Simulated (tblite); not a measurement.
C6H7N (charge +1 and doublet state).
InChI=1S/C6H7N/c7-5-1-2-6-3-4-6/h5-7H,3-4H2/q+1/b7-5+

Computed with GFN2-xTB (tblite): harmonic, unscaled wavenumbers at the GFN2-xTB geometry, gas phase. The method is semi-empirical: single wavenumbers can be off by several per cent or more. Open shells enter through the occupations alone, without spin polarisation, and single modes of such species can be off by tens of per cent.

Harmonic wavenumbers (cm⁻¹): 50.9, 98.8, 126.0, 203.2, 259.1, 435.5, 442.4, 534.3, 693.1, 703.7, 728.6, 797.7, 823.0, 846.8, 887.2, 955.0, 974.7, 981.3, 1059.5, 1061.1, 1118.0, 1131.6, 1188.3, 1235.5, 1364.9, 1392.6, 1453.3, 1757.8, 2212.9, 2665.9, 3026.2, 3078.7, 3086.5, 3104.0, 3119.4, 3404.0.

A = 11443, B = 1053, C = 1026 MHz; mass 93.058 u (most abundant isotopes); point group C1, symmetry number 1; spin multiplicity 2.

Task: Zero-point energy?

Result: Half the sum of the wavenumbers: 23501 cm⁻¹ = 281.13 kJ/mol.

Task: What is S at 400 K and 1 bar for an ideal gas of classical rigid rotors and harmonic oscillators?

Result: Translation 171.50, rotation 119.37, vibration 112.77, spin (R ln 2) 5.76: S = 409.4 J/(mol K).

Task: And Cp and H(400 K) − H(0)?

Result: Cp = 154.27 J/(mol K), of which vibrations give 121.01 (their classical limit is 36 R = 299.3); H(400 K) − H(0) = 36.96 kJ/mol without the zero-point energy, 23.66 from vibrations.

Task: How do the functions run with temperature in this model?

Result: 
```csv
T (K),S (J/(mol K)),Cp (J/(mol K)),H − H(0) (kJ/mol),G − H(0) (kJ/mol),ln q(vib)
50,236.5,48.8,1.97,-9.86,0.35
100,275.2,63.4,4.80,-22.72,1.19
298.15,368.9,122.4,22.83,-87.15,4.65
373.15,399.0,146.4,32.92,-115.95,5.97
500,446.7,180.0,53.72,-169.63,8.23
750,528.9,224.7,104.77,-291.89,12.62
1000,597.7,253.4,164.77,-432.95,16.73
```

q(vib) and H(0) count from the zero-point level.

Task: What must be added to the electronic energy to get the Gibbs energy at 400 K and 1 bar?

Result: ZPE + [H(400 K) − H(0)] − T·S = 281.13 + 36.96 − 163.76 = 154.33 kJ/mol.

Task: Which modes carry the vibrational entropy at 400 K?

Result: 50.9 cm⁻¹: 22.44; 98.8 cm⁻¹: 16.96; 126.0 cm⁻¹: 14.97; 203.2 cm⁻¹: 11.10; 259.1 cm⁻¹: 9.19; 435.5 cm⁻¹: 5.38 J/(mol K); the other 30 give 32.72 together.

Hindered rotation and anharmonicity are outside this model. The structure is chiral; the term R ln 2 for an equal mix with its mirror image is left out.
